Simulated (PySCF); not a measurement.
Ge(Me)3(SeH), SMILES [CH3][Ge]([CH3])([SeH])[CH3] at its GFN2-xTB optimised geometry (Å):

```
15

C     -1.0086     0.6805     0.0000
Ge    -0.3912    -1.2152     0.0000
C     -0.9323    -2.1648    -1.6586
C     -1.0176    -2.1734     1.6323
Se     1.9995    -1.2152     0.0000
H     -2.0916     0.7138    -0.0612
H     -0.6991     1.1898     0.9084
H     -0.5970     1.2152    -0.8509
H     -0.5398    -3.1779    -1.6635
H     -2.0151    -2.2140    -1.7280
H     -0.5530    -1.6476    -2.5355
H     -2.1014    -2.2287     1.6330
H     -0.6980    -1.6563     2.5327
H     -0.6190    -3.1832     1.6569
H      2.0916    -0.4156     1.1879
```

Calculation: CAM-B3LYP/def2-TZVP in PySCF. Cells within 0.4 Å of a nucleus heavier than hydrogen are left out (blank, or x).

Map of the deformation density (molecule minus spherical neutral atoms) (e/bohr³) on the plane z = 0.0 Å:

```
|1111111111111111111111111111111|
|1111111111111111111111111111111|
|1111111111111111111111111111111|
|1111111111111111111111111111111|
|1111111111111111111111111111111|
|1111111111111111111111111111111|
|1111111111111111111111111111111|
|1111111110000000111111111111111|
|1111111000000000011111111111111|
|1111110000000000001111111111111|
|1111100000000100000111111111111|
|1111000012102210000111111111111|
|11110000586xx200000111111111111|
|11110000898xx200000011111111111|
|111100002434x310000011111111111|
|1111000001135531000011111011111|
|1111100000124421001111111000111|
|1111100000012100011111111000111|
|1111110000000xx012221xx11000111|
|1111110000000xxx12321xx01100111|
|1111110000000xx012321xx22100111|
|1111110000000000012222332111111|
|1111110000000000001112221111111|
|1111110000000000000111111111111|
|1111110000000000000111111111111|
|1111111000000000000111111111111|
|1111111100000000001111111111111|
|1111111110000000011111111111111|
|1111111111100001111111111111111|
|1111111111111111111111111111111|
|1111111111111111111111111111111|
```
Scale: ten equal steps from -0.012 (start of '0') to 0.096 (end of '9'), in the order '0123456789'; x runs from -4.50 to 4.50, y from -4.50 (bottom) to 4.50 (top).
